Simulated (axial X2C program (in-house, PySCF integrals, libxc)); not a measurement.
# CaI⁺: from Re and ωe to a spectrum

A bond curve at the CCSD(T) level, with spin–orbit coupling, was computed with an axial X2C code built on PySCF integrals (basis I dyall-cv3z [11s12p8d4f1g], Ca dyall-cv3z [11s12p6d4f] (cores contracted in-house)) for the state Ω = 0 (closed shell). Its fit gives Re = 2.7615 Å, ωe = 283.4 cm⁻¹, ωexe = 0.598 cm⁻¹ and αe = 2.236e-04 cm⁻¹; the masses are 126.9045 and 39.9626 u. Two-component means X2C with spin–orbit coupling and atomic mean-field Coulomb and Gaunt terms.

Correlated methods: 8 electrons correlated (number of frozen shells: I 4 s, 3 p, 2 d; Ca 3 s, 2 p), 300 virtual spin orbitals or spinors in MP2, 88 natural virtuals in coupled cluster.

Question: Find the reduced mass, Be and the force constant.

Answer: From the CCSD(T) values: μ = 30.3921 u. Be = 16.8576/(μ Re²) = 0.07274 cm⁻¹. k = 5.8918×10⁻⁷ μ ωe² = 1.44 mdyn/Å.

Question: Estimate De from a Morse curve and compare with the computed well depth of 2.742 eV to I + Ca+.

Answer: De(Morse) = ωe²/(4ωexe) = 4.163 eV against 2.742 eV computed, a ratio of 1.52. The extrapolation overshoots: the well softens faster than a Morse curve, or the lowest atomic limit lies below the one to which the curve heads.

Question: Where do the fundamental and the first overtone lie?

Answer: ν(1←0) = ωe − 2ωexe = 282.2 cm⁻¹; ν(2←0) = 2ωe − 6ωexe = 563.2 cm⁻¹.

Question: Give B0, the J = 1←0 line in GHz and the most populated J at 300 K (kT = 208.5 cm⁻¹).

Answer: B0 = Be − αe/2 = 0.07262 cm⁻¹; 2B0 = 4.354 GHz; J(max) ≈ √(kT/2B0) − 1/2 = 37.4, so J = 37.

Question: Estimate the centrifugal constant by the Kratzer relation.

Answer: D = 4Be³/ωe² = 1.92e-08 cm⁻¹.

The state is one determinant whose occupation by symmetry is held fixed; it was picked as the lowest of a PBE0 search that is not exhaustive. De is counted from the lowest determinant-based energies of the atoms at the same level, without counterpoise correction. Coupled cluster ran in a truncated set of natural virtual spinors; the MP2 energy of the rest was added. (T) has no such correction and the atoms are truncated less, which lowers De at CCSD(T) by a hundredth of an eV or more. The outer-core s and p shells of the metal are frozen in the correlated rows, which leaves out core–valence correlation; for alkali and alkaline-earth bonds that tends to lengthen them. With the outer-core shells frozen, correlated bond lengths of heavy atoms tend to come out a few hundredths of an ångström too long.
